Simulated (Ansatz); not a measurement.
Reaction (redistribution): `O[SiH](F)[O][GeH3]` + `NCN[SiH3]` → `F[SiH2][O][GeH3]` + `NC(O)N[SiH3]`

Isolated molecules relaxed with PBE0-D4/def2-TZVP in Ansatz; ΔE leaves out vibrations. CCSD(T)/CBS adds triple-zeta CCSD(T) − MP2 to the extrapolated MP2 energy (def2 sets, frozen cores). Functionals use def2-TZVPP. B3LYP here is the variant with VWN-RPA as its local correlation; programs differ in this. For Ge outer-core shells are correlated without core-valence functions, which leaves a few kJ/mol of doubt a bond. Scalar relativity is left out up to krypton. Each species was taken in one conformer, which may not be the lowest.

```tsv
level	ΔE (kJ/mol)	difference from CCSD(T)/CBS
PBE-D4	149.0	-13.4
r2SCAN-D4	158.7	-3.7
PBE0-D4	154.5	-7.9
B3LYP-D4	159.2	-3.2
PBE	149.0	-13.4
r2SCAN	158.7	-3.7
PBE0	154.5	-7.9
B3LYP	159.0	-3.4
HF/def2-TZVPP	165.2	2.8
MP2/def2-TZVPP	163.5	1.1
SCS-MP2/def2-TZVPP	161.2	-1.2
CCSD/def2-TZVPP	160.3	-2.1
CCSD(T)/def2-TZVPP	157.8	-4.6
HF/def2-QZVPP	167.0	4.6
HF/CBS(def2)	167.2	4.8
MP2/CBS(def2)	168.2	5.8
CCSD(T)/CBS	162.4	0
```

Largest T1 diagnostic among the species: 0.012.

From PBE to PBE0 (25 % exact exchange), in def2-TZVPP and without D4, ΔE moves by +5.5 kJ/mol.
